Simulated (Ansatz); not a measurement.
Wavefunction ladder for C₂H₄FNOSi (`OC1(F)C=N[SiH2]1`)

```xyz
10

O    -0.962    0.702    1.327
C     0.116    0.254    0.611
F     1.272    0.410    1.356
C     0.294    0.838   -0.789
N     0.154   -0.065   -1.683
Si   -0.094   -1.338   -0.448
H    -0.863    1.648    1.496
H     0.505    1.894   -1.010
H     0.997   -2.340   -0.379
H    -1.419   -2.003   -0.480
```

Total charge 0; spin multiplicity 1. Geometry: relaxed with PBE0-D4/def2-TZVP. It is one conformer, not always the lowest. Frozen core, restricted reference, Ansatz. CBS rows extrapolate triple and quadruple zeta; past MP2 they add the triple-zeta difference.

| basis | HF (Eh) | MP2 corr. | CCSD corr. | (T) | CCSD(T) total |
| --- | --- | --- | --- | --- | --- |
| def2-TZVPP | ? | ? | -1.13581 | -0.04773 | ? |
| def2-QZVPP | -595.86612 | -1.19625 | – | – | – |
| CBS(def2) | ? | -1.26086 | ? | as TZ | ? |

Task: Fill in the withheld values. (Best estimate.)

Result: The calculation gave: def2-TZVPP HF (Eh): -595.84358; def2-TZVPP MP2 corr.: -1.10903; def2-TZVPP CCSD(T) total: -597.02712; CBS(def2) HF (Eh): -595.86923; CBS(def2) CCSD corr.: -1.28764; CBS(def2) CCSD(T) total: -597.20460.
